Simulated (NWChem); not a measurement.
## Correlation energy of CF₂

```
C
F 1 1.2986
F 1 1.2986 2 104.83
```
Charge 0, spin multiplicity 1.

All runs are NWChem calculations. Structure: optimised with B3LYP/def2-SVP, a minimum by its harmonic frequencies.

Basis set: def2-SVP. Each correlation energy counts from its own Hartree-Fock reference.

The correlated methods keep 3 core orbitals frozen. The structure started from a generated list of species. No row is a measurement; the coupled-cluster row has its own basis-set and correlation limits.

Order these methods by the correlation energy they give, lowest first: CR-CCSD[T], SCS-MP2, MP2, CCSD+T(CCSD), CCSD, CR-CCSD(T).

CCSD+T(CCSD) (-506.4 mHa), CR-CCSD[T] (-503.7 mHa), CR-CCSD(T) (-502.2 mHa), CCSD (-492.7 mHa), MP2 (-478.5 mHa), SCS-MP2 (-461.5 mHa)
